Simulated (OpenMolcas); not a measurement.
## Computed transition rates of Ag+

| Quantity | Value |
| --- | --- |
| Program | OpenMolcas 26.06 |
| Method | SS-CASPT2, IPEA 0.25 Eh, imaginary shift 0.1 Eh (closed shells correlated: 4s 4p) |
| Basis | ANO-R3 [8s6p5d3f2g1h] |
| Scalar Hamiltonian | X2C, finite nucleus |
| Active space | 10 electrons in 6 orbitals (4d 5s) |
| State averaging | 2S+1 = 1 even, 6 roots; 2S+1 = 3 even, 5 roots kept (CI in the orbitals of an earlier block) |
| Spin-orbit coupling | state interaction with AMFI integrals over the reference wave functions, term energies averaged over their components |

Rates come from the transition moments of the reference wave functions (E1 and E2 in the length form). At fixed line strength A goes as λ^-3 for E1 and M1 and as λ^-5 for E2, so a rate at the computed wavelength can be rescaled to the measured one. Measured vacuum wavelengths follow from level energies in NIST Handbook of Basic Atomic Spectroscopic Data. Branching counts decays inside the model space alone, at computed energies, and the table is only a selection of the E2 and M1 lines, drawn from those between levels with measured partners whose computed energy lies within a factor of 1.5 of the measured one.

```tsv
Upper	Lower	Type	λ computed (nm)	λ measured (nm)	A computed (s-1)	A rescaled (s-1)	Branching %
4d9 5s 3D2	4d9 5s 3D3	M1	7088	6340	5.39e-02	7.53e-02	0.7
4d9 5s 3D1	4d9 5s 3D2	M1	3392	3336	7.89e-01	8.29e-01	100.0
4d9 5s 1D2	4d9 5s 3D3	M1	1565	1453	1.60e+00		3.5
4d9 5s 3D2	4d10 1S0	E2	250	245.4	7.89e+00		99.3
4d9 5s 1D2	4d10 1S0	E2	222.4	217.2	4.44e+01	5.00e+01	96.2
```

Spin-changing lines and M1 lines between different terms are not rescaled, since their strength hangs on the term gaps too.

The largest correction is for 4d9 5s 3D2 → 4d9 5s 3D3 (M1): 5.39e-02 × (7088 / 6340)^3 = 7.53e-02 s-1, a factor of 1.40.

The computed rate and branching of 4d9 5s 3D1 → 4d9 5s 3D2 give the upper level a radiative lifetime of 1.000 / 7.89e-01 s-1 = 1.27e+00 s, counting decays inside the model space alone. The rescaled rate gives about 1.2e+00 s.

These are rates of the free ion; in crystals, glasses and complexes forced electric-dipole and non-radiative decay shorten such lifetimes by orders of magnitude. No measured rate stands beside these. Rescaling mends the energy factor alone: line strengths can still be far off where a level mixes with configurations outside the active space, and weak or spin-changing lines hang on small mixing coefficients that depend on the term gaps too, so rescaling need not improve them.

Terms from blocks run as CI alone lack orbitals of their own. A single d shell beside an s shell can misplace configurations of different d count against each other. Computed and measured levels are paired by configuration, term and J; levels that our copy of the source lacks, or whose pairing is in doubt (as where it misses far off the trend of its configuration), stay unpaired. Only configurations of the active space appear.
